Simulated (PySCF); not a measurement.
PySCF job for benzene (C₆H₆), SMILES c1ccccc1, IEF-PCM-B3LYP/def2-SVP. Geometry optimised at B3LYP-D3(BJ)/def2-SVP.

```python
import numpy as np
from pyscf import gto, scf, dft
from pyscf.solvent import pcm

mol = gto.M(
    atom='''
    C     1.39825621    0.00000000    0.00000000
    C     0.69912811    1.21092539    0.00000000
    C    -0.69912810    1.21092540    0.00000000
    C    -1.39825621    0.00000000    0.00000000
    C    -0.69912811   -1.21092539    0.00000000
    C     0.69912810   -1.21092540    0.00000000
    H     2.49114271    0.00000000    0.00000000
    H     1.24557136    2.15739287    0.00000000
    H    -1.24557135    2.15739287    0.00000000
    H    -2.49114271    0.00000000    0.00000000
    H    -1.24557136   -2.15739287    0.00000000
    H     1.24557135   -2.15739287    0.00000000
    ''',
    basis='def2-SVP',
    charge=0,
    spin=0,
    max_memory=1600,
    verbose=3,
)
mf = dft.RKS(mol, xc='b3lyp').density_fit(auxbasis='def2-universal-jkfit')
mf.grids.level = 3
mf.conv_tol = 1e-9
mf.max_cycle = 100
mf.kernel()
res = {}
for name, eps in {'water': 78.355, 'ethanol': 24.852, '1-octanol': 9.8629}.items():
    s = mf.PCM()
    s.with_solvent.method, s.with_solvent.eps, s.with_solvent.lebedev_order = 'IEF-PCM', eps, 29
    s.kernel(mf.make_rdm1())
    res[name] = (s.e_tot, eps, s.dip_moment(), s.mo_energy, s.converged)
    print(f'{name}: electrostatic solvation free energy {(s.e_tot - mf.e_tot) * 627.509474:.3f} kcal/mol')
```

Output:

```
converged SCF energy = -232.084782000232

WARN: PCM is an experimental feature. It is still in testing.
Features and APIs may be changed in the future.

converged SCF energy = -232.088337147522
Dipole moment(X, Y, Z, Debye):  0.00000, -0.00000, -0.00000
water: electrostatic solvation free energy -2.231 kcal/mol

WARN: PCM is an experimental feature. It is still in testing.
Features and APIs may be changed in the future.

converged SCF energy = -232.088151086877
Dipole moment(X, Y, Z, Debye):  0.00000, -0.00000, -0.00000
ethanol: electrostatic solvation free energy -2.114 kcal/mol

WARN: PCM is an experimental feature. It is still in testing.
Features and APIs may be changed in the future.

converged SCF energy = -232.087769725476
Dipole moment(X, Y, Z, Debye):  0.00000, -0.00000, -0.00000
1-octanol: electrostatic solvation free energy -1.875 kcal/mol
```

Self-consistency was reached.
